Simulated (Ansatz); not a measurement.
A made-up structure of NaGeH₃, singlet:

```
atom    x (Å)    y (Å)    z (Å)
 Na1  -1.4660  -1.0393   1.1213
 Ge2   0.0749   0.0531  -0.0575
  H3  -0.0448  -0.3190  -1.6201
  H4  -0.1167   1.6442   0.1060
  H5   1.5526  -0.3391   0.4503
```

It is relaxed with PBE-D4/def2-SVP and then PBE0-D4/def2-TZVP (Ansatz 0.2.0). Atoms count as bonded within 1.22 times the sum of their covalent radii (H–H: 0.88 Å). The end point is not checked to be a true minimum.

Task: Does its bonding change? (A judgement: the text doesn't fix the answer.)

Result: Computed: No: no bond forms or breaks.

Where it ends: The first stage lowers the energy by 0.97 eV in 6 steps. It ends as NaGeH₃ ([Na][GeH3]):
Na1  (-1.810, -1.283, 1.384)
Ge2  (0.093, 0.066, -0.071)
H3  (0.102, -0.194, -1.610)
H4  (0.035, 1.624, -0.011)
H5  (1.581, -0.213, 0.307)
(Å)

Labels in which every atom is bracketed show which atoms are joined, not bond orders.

For scale, one of the runs: PBE0-D4/def2-TZVP relaxation, 98 basis functions, launched by `ansatz run in.yaml --threads 2 --pin off --events-out ev --progress --plain --max-ram 4352MiB`. Hardware: 2 CPU threads of an Arm Neoverse V2, shared host. Wall time about 6.5 s.
